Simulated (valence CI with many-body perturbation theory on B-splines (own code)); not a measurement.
**Level structure of Pb60+**

Method: configuration interaction combined with many-body perturbation theory (CI+MBPT): four valence electrons over a frozen Dirac-Fock core [Ar], a basis of 7 s, 7 p, 8 d, 6 f, 4 g, 1 h functions for each j, with the one-electron correlation potential Σ1, the two-electron term Σ2, the three-electron term Σ3, Breit, model QED; selected CI, second order for the rest, scaled by the run's own slope (own B-spline code, finite nucleus).

No measured spectrum was set against this ion. As an estimate, large intervals hold to a few tenths of a per cent, small ones and those within an open d or f shell to about a per cent. Excitations out of the core, of the other parity, are not computed and may begin above about 277 eV (a cautious bound); beyond it only levels of the ground parity were kept, without lifetimes. Only levels of the ground parity were solved; by the run's estimate the other parity begins above the list, which can be wrong where configurations are misplaced.

Levels 1 to 34 of 34, with energies above the lowest level, (3d3/2^4) J=0. "Leading %" is the weight of the configuration and term that name the level; weights of strongly mixed levels are sums over their largest components and can fall short. In the jj column 3d3/2^4 stands for four electrons in 3d with j = 3/2.

| No. | Configuration | Term | J | E (Ry) | Leading % | Leading jj | g |
| --- | --- | --- | --- | --- | --- | --- | --- |
| 1 | 3d4 | 3P | 0 | 0.000 | 61 | 3d3/2^4 (100 %) |  |
| 2 | 3d4 | 5D | 1 | 7.974 | 54 | 3d3/2^3 3d5/2 (100 %) | 1.487 |
| 3 | 3d4 | 3F | 4 | 8.932 | 28 | 3d3/2^3 3d5/2 (99 %) | 1.049 |
| 4 | 3d4 | 5D | 2 | 9.288 | 27 | 3d3/2^3 3d5/2 (98 %) | 1.172 |
| 5 | 3d4 | 3F | 3 | 9.549 | 32 | 3d3/2^3 3d5/2 (98 %) | 1.092 |
| 6 | 3d4 | 5D | 2 | 16.652 | 58 | 3d3/2^2 3d5/2^2 (98 %) | 1.314 |
| 7 | 3d4 | 5D | 0 | 16.671 | 68 | 3d3/2^2 3d5/2^2 (99 %) |  |
| 8 | 3d4 | 3H | 4 | 16.883 | 40 | 3d3/2^2 3d5/2^2 (99 %) | 1.129 |
| 9 | 3d4 | 5D | 3 | 17.072 | 48 | 3d3/2^2 3d5/2^2 (98 %) | 1.184 |
| 10 | 3d4 | 3H | 5 | 17.318 | 66 | 3d3/2^2 3d5/2^2 (100 %) | 1.076 |
| 11 | 3d4 | 1I | 6 | 17.533 | 55 | 3d3/2^2 3d5/2^2 (100 %) | 1.059 |
| 12 | 3d4 | 3D | 1 | 17.849 | 45 | 3d3/2^2 3d5/2^2 (98 %) | 1.034 |
| 13 | 3d4 | 3F | 3 | 18.025 | 45 | 3d3/2^2 3d5/2^2 (99 %) | 1.042 |
| 14 | 3d4 | 3G | 4 | 18.079 | 52 | 3d3/2^2 3d5/2^2 (99 %) | 1.025 |
| 15 | 3d4 | 3F | 2 | 18.267 | 34 | 3d3/2^2 3d5/2^2 (99 %) | 1.065 |
| 16 | 3d4 | 3F | 2 | 19.346 | 54 | 3d3/2^2 3d5/2^2 (99 %) | 0.953 |
| 17 | 3d4 | 3F | 4 | 19.790 | 65 | 3d3/2^2 3d5/2^2 (99 %) | 1.166 |
| 18 | 3d4 | 1D | 2 | 20.932 | 49 | 3d3/2^2 3d5/2^2 (98 %) | 1.095 |
| 19 | 3d4 | 1S | 0 | 22.414 | 54 | 3d3/2^2 3d5/2^2 (95 %) |  |
| 20 | 3d4 | 5D | 4 | 25.581 | 42 | 3d3/2 3d5/2^3 (98 %) | 1.170 |
| 21 | 3d4 | 3F | 3 | 25.704 | 40 | 3d3/2 3d5/2^3 (99 %) | 1.212 |
| 22 | 3d4 | 3D | 1 | 26.148 | 44 | 3d3/2 3d5/2^3 (99 %) | 1.043 |
| 23 | 3d4 | 3G | 5 | 26.197 | 66 | 3d3/2 3d5/2^3 (100 %) | 1.128 |
| 24 | 3d4 | 3H | 6 | 26.213 | 55 | 3d3/2 3d5/2^3 (100 %) | 1.077 |
| 25 | 3d4 | 3F | 2 | 26.921 | 45 | 3d3/2 3d5/2^3 (98 %) | 1.050 |
| 26 | 3d4 | 3D | 3 | 27.074 | 37 | 3d3/2 3d5/2^3 (99 %) | 1.081 |
| 27 | 3d4 | 1S | 0 | 27.700 | 69 | 3d3/2 3d5/2^3 (93 %) |  |
| 28 | 3d4 | 3F | 3 | 28.380 | 63 | 3d3/2 3d5/2^3 (100 %) | 1.050 |
| 29 | 3d4 | 1G | 4 | 28.384 | 62 | 3d3/2 3d5/2^3 (99 %) | 1.045 |
| 30 | 3d4 | 3P | 1 | 28.429 | 86 | 3d3/2 3d5/2^3 (99 %) | 1.379 |
| 31 | 3d4 | 1D | 2 | 28.722 | 55 | 3d3/2 3d5/2^3 (96 %) | 1.107 |
| 32 | 3d4 | 3F | 4 | 35.087 | 45 | 3d5/2^4 (99 %) | 1.163 |
| 33 | 3d4 | 1D | 2 | 35.927 | 30 | 3d5/2^4 (98 %) | 1.128 |
| 34 | 3d4 | 3P | 0 | 37.985 | 58 | 3d5/2^4 (97 %) |  |

The ionisation energy to 3d3 2D_3/2 of the next ion comes out as 6442.9 eV (NIST: 6442 ± 10 eV (theoretical)). All 34 levels together are meant to be complete up to 20.351 Ry.
